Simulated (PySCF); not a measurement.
## Spin–spin coupling constants

Geometry:
```json
{"atom": "Ti1", "x (Å)": "-0.125", "y (Å)": "-0.128", "z (Å)": "-0.004"}
{"atom": "O2", "x (Å)": "-0.291", "y (Å)": "0.126", "z (Å)": "2.120"}
{"atom": "H3", "x (Å)": "-1.109", "y (Å)": "0.559", "z (Å)": "2.394"}
{"atom": "H4", "x (Å)": "0.475", "y (Å)": "0.567", "z (Å)": "2.508"}
{"atom": "O5", "x (Å)": "0.234", "y (Å)": "-0.234", "z (Å)": "-2.122"}
{"atom": "H6", "x (Å)": "0.699", "y (Å)": "-1.040", "z (Å)": "-2.381"}
{"atom": "H7", "x (Å)": "0.692", "y (Å)": "0.543", "z (Å)": "-2.466"}
{"atom": "F8", "x (Å)": "1.567", "y (Å)": "-0.082", "z (Å)": "0.575"}
{"atom": "F9", "x (Å)": "-1.878", "y (Å)": "-0.104", "z (Å)": "0.302"}
{"atom": "F10", "x (Å)": "-0.085", "y (Å)": "1.579", "z (Å)": "-0.534"}
{"atom": "F11", "x (Å)": "-0.082", "y (Å)": "-1.871", "z (Å)": "-0.361"}
```

Couplings: PBE/pcJ-1 (pcSseg-1 on Ti) (spin–dipole term only in couplings to heteroatoms) in PySCF 2.14, geometry PBE0-D3(BJ)/def2-SVP; gas phase, one conformer, non-relativistic. Couplings are averaged over pairs made equivalent by symmetry, fast rotation or ring inversion, so a value needn't be that of the named pair in this geometry, while other rotamers aren't included; one pair stands for each set, and the list holds those of at least 1.5 Hz over up to four bonds, among pairs with at least one H or F atom (others weren't computed).

Isotopes: 17O, 1H, 19F. Couplings to quadrupolar nuclei such as 17O and 33S are rarely resolved in practice.

```csv
pair,bonds,J (Hz)
"O2, H3",1,-81.4
"O2, F8",2,-13.7
"F8, F9",2,?
"H3, F8",3,?
```

Question: Estimate the withheld couplings, with signs.

Answer: 
- 2J(F8,F9) = 103.7 Hz (mean over equivalent pairs that range from 37.4 to 224.3 Hz in this conformer)
- 3J(H3,F8) = 2.0 Hz (mean over equivalent pairs that range from -0.9 to 9.9 Hz in this conformer)
